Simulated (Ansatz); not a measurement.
```yaml
crystal:
  periodic: [false, false, false]
  atoms:
    - {symbol: Pd, position_ang: [-1.875613, -0.009725, -0.238969]}
    - {symbol: Pd, position_ang: [1.746072, 0.046928, 0.155145]}
    - {symbol: O, position_ang: [0.080981, -0.168008, 0.026714]}
basis:
  gaussian: {orbitals: def2-mTZVPP}
total_charge: 1
magnetization: {spin_polarized: true, initial_magnetization: 1}
hamiltonian: {xc: {name: wB97X-V}}
scf: {omitted_lower_state_checks: [starts]}
output: {forces: true}
```

```sh
$ ansatz run in.yaml --threads 4 --pin off --events-out ev --progress --plain --max-ram 3916MiB
```

It prints (some lines left out):

```
Functional definition: wB97X-V
975 factors; integrals over basis functions are off by at most 5.5e-4 eV
243 factors; integrals over basis functions are off by at most 3.2e-5 eV
mean field evaluation 1: about -8982.8296 eV, gradient 6.1e1 eV
mean field evaluation 2: about -8957.3686 eV, gradient 1.0e2 eV
mean field evaluation 4: about -8994.7852 eV, gradient 7.0e0 eV
mean field evaluation 8: about -8995.0603 eV, gradient 5.9e-1 eV
mean field evaluation 16: about -8995.8047 eV, gradient 1.7e-1 eV
mean field evaluation 32: about -8995.8216 eV, gradient 5.7e-1 eV
mean field -8995.82716079 eV, -330.5905505683 hartree, gradient 7.4e-9 eV, S^2 1.633503; 1 other end points of the search recorded, 0 dependent functions left out
reference -8995.82715847 eV, -330.5905504833 hartree; 22, 21 occupied and 68, 69 virtual orbitals, 975 factors
Total energy: -8995.82715847 eV, -330.5905504833 hartree
Atom 0 at    -1.875613    -0.009725    -0.238969 Å, force     0.049570     0.079393    -0.016567 eV/Å
Atom 1 at     1.746072     0.046928     0.155145 Å, force     6.453174     0.931003     0.470366 eV/Å
Atom 2 at     0.080981    -0.168008     0.026714 Å, force    -6.502744    -1.010396    -0.453799 eV/Å
Dipole moment:     0.032224     0.104722    -0.025606 e Å
Checks for a lower state left out: starts
```

Hardware: 4 threads of Arm Neoverse V2 on a shared host. Wall time 59 s.

In the def2 sets Pd takes a core potential; there is no spin–orbit coupling. The charge 1 doublet is spin-contaminated (final ⟨S²⟩ up to 1.63, 0.75 for a pure state).

The dipole of an ion depends on the origin.
